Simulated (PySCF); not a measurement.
Orbital picture of SnI

PBE0 at R = 2.730 Å; PySCF, scalar-relativistic core potentials, basis sets Sn cc-pVTZ-PP with ECP28, I cc-pVTZ-PP with ECP28. State: ²Π (doublet), unpaired electrons π ↑. Only the outer orbitals are listed, counted within each symmetry, core potentials removing the inner ones.

```csv
spin,orbital,occ.,ε (eV),on Sn (%),main shells (%)
α,7σ,1,-18.98,6,94 I s
α,8σ,1,-12.77,82,"82 Sn s, 13 I p"
α,9σ,1,-8.04,40,"60 I p, 26 Sn p, 12 Sn s"
α,5π,1,-7.81,13,"87 I p, 11 Sn p"
α,5π,1,-7.75,9,91 I p
α,6π,1,-4.99,88,"88 Sn p, 11 I p"
α,6π,0,-3.24,91,91 Sn p
α,10σ,0,-1.15,83,"81 Sn p, 20 I p"
α,11σ,0,1.64,104,96 Sn s
β,7σ,1,-18.92,5,94 I s
β,8σ,1,-12.07,78,"78 Sn s, 17 I p"
β,9σ,1,-7.84,42,"58 I p, 24 Sn p, 17 Sn s"
β,5π,1,-7.74,8,92 I p
β,5π,1,-7.55,6,94 I p
β,6π,0,-2.93,92,92 Sn p
β,6π,0,-2.17,94,94 Sn p
β,10σ,0,-0.89,84,"82 Sn p, 18 I p"
```

Which are the highest filled and the lowest empty level, where do they sit, and how wide is the gap?

Highest filled α 6π at -4.99 eV (in %: 88 Sn p, 11 I p); lowest empty α 6π at -3.24 eV (in %: 91 Sn p); the gap at PBE0 is 1.75 eV. Both belong to one degenerate shell, split only by its one-sided filling, so this is no excitation gap.

* bond order (Mayer): 1.20
* ⟨S²⟩: 0.754
* charge on Sn (Mulliken, basis-dependent): 0.24
* charge on Sn (Löwdin, basis-dependent): 0.06
* dipole moment (positive dipole means Sn(−)I(+)): -2.28 D
* polarisability along the bond: 111.9 bohr³
* polarisability across the bond: 58.7 bohr³

Shares are Mulliken populations and can fall outside 0 to 100 %.

Spin–orbit coupling is left out. The state was picked by a PBE0 search and need not be the measured ground state.
